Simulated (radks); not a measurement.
Results of a calculation; reference values are marked as such.
Species: P III. Configuration: [Ne] 3s2 3p1. Code: a radial shooting solver on a logarithmic mesh with Libxc functionals. Model: Dirac Kohn-Sham, PBEsol, spin-unpolarised, spherical densities, finite nucleus; open shells fill j = l - 1/2 first; Fermi nuclear charge, rms radius 3.1889 fm.

Spin-orbit splittings of the eigenvalues, e(l+1/2) - e(l-1/2), with zeta = 2 splitting/(2l+1) and mean radii in bohr:

| shell | occ. | splitting (eV) | zeta (eV) | <r> j=l-1/2 | <r> j=l+1/2 |
|---|---|---|---|---|---|
| 2p | 6 | 0.9187 | 0.6124 | 0.4830 | 0.4853 |
| 3p | 1 | 0.07935 | 0.05290 | 1.965 | 1.971 |
